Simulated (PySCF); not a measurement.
Ti(OH)3(SH) (H₄O₃STi), SMILES [OH][Ti]([OH])([SH])[OH], multiplicity 1. Geometry: PBE-D3(BJ)/def2-SVP. The spin state was assumed, not searched. The structure was generated by enumeration; whether it is a known compound was not checked. Other conformers were not sampled.

Computed equilibrium geometry at PBE-D3(BJ)/def2-SVP (PySCF confirms it by a frequency run) as a Z-matrix (one conformer of several):
```
Ti
O 1 1.7888
H 2 0.9730 1 131.20
O 1 1.7963 2 112.07 3 5.09
H 4 0.9737 1 126.09 2 -92.86
O 1 1.8001 2 112.58 3 127.30
H 6 0.9744 1 124.79 2 26.57
S 1 2.3272 2 105.32 3 -112.99
H 8 1.3654 1 90.51 2 -161.60
```
